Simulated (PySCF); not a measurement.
Gas-phase reaction: 4 SnF₃ + O ⇌ SnO + 3 SnF₄

Method: PySCF energies plus ideal-gas RRHO corrections (1 bar). † marks an energy on the PBE0/def2-TZVP geometry and frequencies; other levels use their own. MP2 freezes the core. Open shells (unrestricted): SnF₃ (multiplicity 2), O (multiplicity 3, electronic degeneracy 9); the rest are closed-shell singlets. Spin-orbit splitting is ignored; it lowers the true energy and changes the entropy of O. B3LYP is the form with VWN-RPA correlation. Sn: scalar-relativistic def2 core potential, no spin-orbit coupling. SnF₃: computed as isolated molecules; such fragments, hydroxides, amides, oligomers or adducts are transient or little studied in the gas. MP2 isn't extrapolated to the basis-set limit; its ΔH°(298 K) is -658.3 kJ in def2-SVP and -718.5 kJ in def2-TZVPP. The harmonic model lacks anharmonicity and excited electronic states, which grow with temperature; levels with a mode under 35 cm⁻¹ are left out.

```
level               ΔE electronic, kJ  ΔH°(298 K), kJ  ΔS°(298 K), J/K  ΔG°(600 K), kJ
------------------  -----------------  --------------  ---------------  --------------
B3LYP/def2-TZVP†                 -564            -555             -220            -422
BLYP/def2-TZVP†                  -566            -557             -220            -424
MP2/def2-SVP†                    -668            -658             -220            -526
PBE/def2-SVP                     -573            -564             -221            -431
PBE/def2-TZVP†                   -594            -585             -220            -452
PBE0/def2-QZVP†                  -576            -566             -220            -434
PBE0/def2-TZVP                   -570            -560             -220            -428
r2SCAN/def2-TZVP†                -570            -560             -220            -428
LDA/def2-TZVP†                   -705            -696             -220            -563
ωB97M-V/def2-TZVP†               -603            -594             -220            -461
```
ΔH° is lowest at LDA/def2-TZVP† and highest at B3LYP/def2-TZVP†. No reference value is set beside these.
